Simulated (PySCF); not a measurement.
A geometry optimisation on `C#C[Si@]1(F)C=C[SiH2]1`.

Method: PBE0-D3(BJ)/def2-SVP geometry optimisation, gas phase (PySCF 2.14.0). Start geometry: GFN2-xTB. The command runs a driver script over a list of jobs; the input below is this job's line of settings and its coordinates in Å.

Command:
```bash
OMP_NUM_THREADS=1 python probes_run.py task.json out
```

Input:
```
{"job": {"xc": "PBE0", "basis": "def2-SVP", "d3": "d3bj", "grid": 1, "shake": 0.01, "kind": "geom"}, "charge": 0, "multiplicity": 1}
C      0.607480    -3.019580     1.318590
C      0.082350    -1.952690     0.991820
Si    -0.636170    -0.302330     0.526940
F     -2.112670    -0.378180     1.087310
C     -0.539220     0.119640    -1.329600
C      0.079560     1.319630    -1.359330
Si     0.456920     1.768780     0.456250
H      1.021580    -3.914500     1.582700
H     -0.881050    -0.403430    -2.174310
H      0.292620     1.850760    -2.260190
H     -0.213120     3.004370     0.913720
H      1.881430     1.879260     0.781200
```

Estimate the output.

```
step   0  E = -833.32020987  max force = 0.071223
step   1  E = -833.32870829  max force = 0.012075
step   2  E = -833.32930731  max force = 0.004813
step   3  E = -833.32944955  max force = 0.001888
step   4  E = -833.32950740  max force = 0.001870
step   5  E = -833.32957265  max force = 0.001844
step   6  E = -833.32963459  max force = 0.001062
step   7  E = -833.32965706  max force = 0.000940
step   8  E = -833.32967248  max force = 0.000724
step   9  E = -833.32968204  max force = 0.000773
step  10  E = -833.32969268  max force = 0.000523
step  11  E = -833.32970006  max force = 0.000735
step  12  E = -833.32970589  max force = 0.000713
step  13  E = -833.32971038  max force = 0.000835
step  14  E = -833.32971473  max force = 0.000616
step  15  E = -833.32972252  max force = 0.000662
step  16  E = -833.32973811  max force = 0.001218
step  17  E = -833.32976560  max force = 0.001121
step  18  E = -833.32978827  max force = 0.000630
step  19  E = -833.32979463  max force = 0.000378
optimisation converged
```

Energies in Eh; «max force» is the largest Cartesian gradient component in Eh/bohr.

How much energy does the optimisation release, in kcal/mol?

E(step 0) − E(last step) = 0.009585 Eh, which is 6.0 kcal/mol.

In short: final energy -833.32979 Eh after 19 steps; dipole 1.98 D.

Where do the atoms end?

0.138 Å rms from the input after alignment:
```
atom  x, y, z in Å
C1     0.9717   -2.8965    0.9967
C2     0.2686   -1.9246    0.7889
Si3   -0.7013   -0.4100    0.4714
F4    -2.1826   -0.6640    1.0991
C5    -0.6687    0.1839   -1.2997
C6    -0.0212    1.3742   -1.2148
Si7    0.3016    1.6867    0.6289
H8     1.5861   -3.7608    1.1779
H9    -1.0063   -0.2595   -2.2448
H10    0.2316    1.9784   -2.0965
H11   -0.4753    2.8255    1.2073
H12    1.7369    1.8386    1.0206
```

How long does this job take on one thread, Arm Neoverse V1 (aarch64), no GPU, shared host with 32 logical CPUs at a one-minute load of 36? And the peak memory of the process?

About 2.7 min, with 0.52 GiB resident at the peak, the Python interpreter and its libraries included.
Labels such as C1 count atoms from 1, the log's own numbers from 0.
